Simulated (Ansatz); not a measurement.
One change: `[OH][Ti]12345678([F])([C@H]9[C@@H]1[C@@H]2[C@@H]3[C@H]94)[C@H]1[C@@H]5[C@@H]6[C@@H]7[C@H]18` becomes `[OH][Hf]12345678([F])([C@H]9[C@@H]1[C@@H]2[C@@H]3[C@H]94)[C@H]1[C@@H]5[C@@H]6[C@@H]7[C@H]18`.

Ansatz, PBE0-D4/def2-TZVP geometries, multiplicity 1. Each molecule was computed in one conformer, which needn't be the lowest.

Elements past krypton have def2 core potentials. Scalar relativity is left out up to krypton.

```csv
property,`[OH][Ti]12345678([F])([C@H]9[C@@H]1[C@@H]2[C@@H]3[C@H]94)[C@H]1[C@@H]5[C@@H]6[C@@H]7[C@H]18`
HOMO energy (B3LYP/def2-TZVPP) / eV,-6.37
HOMO–LUMO gap (ωB97M-V/def2-TZVPP) / eV,9.48
HOMO–LUMO gap (PBE/def2-TZVPP) / eV,3.25
LUMO energy (PBE/def2-TZVPP) / eV,-2.32
HOMO–LUMO gap (PBE0/def2-TZVPP) / eV,5.29
HOMO energy (PBE0/def2-TZVPP) / eV,-6.57
```

(1) Give the same properties after the change, and the shifts. (An estimate is asked.)

Answers

(1) Ansatz gave: 
```
                               property  `[OH][Hf]12345678([F])([C@H]9[C@@H]1[C@@H]2[C@@H]3[C@H]94)[C@H]1[C@@H]5[C@@H]6[C@@H]7[C@H]18`  shift
    HOMO energy (B3LYP/def2-TZVPP) / eV                                                                                          -6.55  -0.18
HOMO–LUMO gap (ωB97M-V/def2-TZVPP) / eV                                                                                          10.20   0.72
    HOMO–LUMO gap (PBE/def2-TZVPP) / eV                                                                                           4.53   1.28
      LUMO energy (PBE/def2-TZVPP) / eV                                                                                          -1.22   1.10
   HOMO–LUMO gap (PBE0/def2-TZVPP) / eV                                                                                           6.44   1.15
     HOMO energy (PBE0/def2-TZVPP) / eV                                                                                          -6.76  -0.19
```

With PBE0 the HOMO falls by 0.19 eV and the LUMO rises by 0.96 eV, so the gap widens by about 1.15 eV. PBE moves the HOMO by -0.19 eV and ωB97M-V by -0.18 eV.

B3LYP here is the variant with VWN-RPA as its local correlation; programs differ in this.

Positive LUMOs are unbound, so they and the gaps depend on the basis.
